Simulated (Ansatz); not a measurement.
`C[N](C)[In]([Cl])[Cl]` and `C[N](C)[Ga]([Cl])[Cl]` differ in one element.

Ansatz, PBE0-D4/def2-TZVP geometries, multiplicity 1. Each molecule was computed in one conformer, which needn't be the lowest.

Elements past krypton have def2 core potentials. Scalar relativity is left out up to krypton.

| property | `C[N](C)[In]([Cl])[Cl]` |
| --- | --- |
| zero-point energy (PBE0-D4/def2-TZVP) / kJ/mol | 219.4 |
| HOMO–LUMO gap (B3LYP/def2-TZVPP) / eV | 4.19 |
| LUMO energy (PBE/def2-TZVPP) / eV | -2.88 |
| HOMO energy (ωB97M-V/def2-TZVPP) / eV | -8.94 |
| HOMO–LUMO gap (PBE0/def2-TZVPP) / eV | 4.68 |
| HOMO energy (PBE0/def2-TZVPP) / eV | -6.67 |

Task: What does the change do to each property? (Best estimate.)

Result: Ansatz gave: 
```json
{"property": "zero-point energy (PBE0-D4/def2-TZVP) / kJ/mol", "`C[N](C)[Ga]([Cl])[Cl]`": "222.9", "shift": "3.5"}
{"property": "HOMO–LUMO gap (B3LYP/def2-TZVPP) / eV", "`C[N](C)[Ga]([Cl])[Cl]`": "5.41", "shift": "1.22"}
{"property": "LUMO energy (PBE/def2-TZVPP) / eV", "`C[N](C)[Ga]([Cl])[Cl]`": "-1.90", "shift": "0.98"}
{"property": "HOMO energy (ωB97M-V/def2-TZVPP) / eV", "`C[N](C)[Ga]([Cl])[Cl]`": "-9.14", "shift": "-0.20"}
{"property": "HOMO–LUMO gap (PBE0/def2-TZVPP) / eV", "`C[N](C)[Ga]([Cl])[Cl]`": "5.92", "shift": "1.24"}
{"property": "HOMO energy (PBE0/def2-TZVPP) / eV", "`C[N](C)[Ga]([Cl])[Cl]`": "-6.87", "shift": "-0.20"}
```

With PBE0 the HOMO falls by 0.20 eV and the LUMO rises by 1.05 eV, so the gap widens by about 1.25 eV. PBE moves the HOMO by -0.18 eV and ωB97M-V by -0.20 eV.

B3LYP here is the variant with VWN-RPA as its local correlation; programs differ in this.
